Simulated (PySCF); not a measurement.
## From computed data to an observable: chemical shift, span and skew from a shielding tensor

(1E)-1-fluorobuta-1,3-diene (C4H5F), SMILES C=C/C=C/F. Atoms are numbered in the order given.

```xyz
10

C      0.2295     2.4635     0.0000
C     -0.3964     1.2717     0.0000
C      0.2789    -0.0096     0.0000
C     -0.3845    -1.1763     0.0000
F      0.2489    -2.3506     0.0000
H      1.3225     2.5309     0.0000
H     -0.3320     3.4010     0.0000
H     -1.4945     1.2462     0.0000
H      1.3749    -0.0355     0.0000
H     -1.4755    -1.2833     0.0000
```
Charge 0, spin multiplicity 1.

Geometry: r2SCAN-D4/def2-SVP. Other conformers were not sampled.

GIAO shieldings from B3LYP/pcSseg-1 (PySCF), non-relativistic, no solvent. The symmetric part of the tensor of C3 has the principal values -36.8, 70.5, 135.4 ppm. The same nucleus in TMS has σ = 181.3 ppm at this level (PySCF, at its B3LYP-D3(BJ)/def2-TZVP geometry).

Problem. Work out the isotropic shielding, the ¹³C shift against TMS, the span and the skew.

Solution. 
σ(iso) = (σ11 + σ22 + σ33)/3 = 56.4 ppm. δ = σ(ref) − σ(iso) = 181.3 − (56.4) = 124.9 ppm.
Span Ω = σ33 − σ11 = 172.2 ppm. Skew κ = 3(σ(iso) − σ22)/Ω = -0.25. Tumbling in solution averages the tensor to δ; in a static solid the shielding alone would spread this spin-1/2 line over Ω.
